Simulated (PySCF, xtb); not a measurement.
CH₆O₃Sn, SMILES [CH3][Sn]([OH])([OH])[OH] (connectivity only; charge and spin as stated), charge +1, multiplicity 2. The values are those of a single conformer.

Harmonic wavenumbers (cm⁻¹) from GFN2-xTB (xtb) at its own minimum, in rising order: 79, 79, 93, 120, 127, 128, 246, 305, 308, 343, 409, 522, 522, 605, 607, 778, 806, 807, 1058, 1277, 1277, 2949, 3016, 3020, 3485, 3487, 3502.

Q: What does PySCF 2.14.0 with PBE-D3(BJ)/def2-SVP give at its own minimum? (An estimate is asked for; the answer gives what the named calculation found.)

A: 76, 89, 92, 92, 114, 114, 253, 259, 259, 410, 531, 531, 538, 708, 708, 765, 798, 798, 1076, 1337, 1337, 2990, 3157, 3157, 3619, 3619, 3629. Paired by order, the mean absolute difference is 54 cm⁻¹ and the zero-point energies are 42.8 and 44.4 kcal/mol.
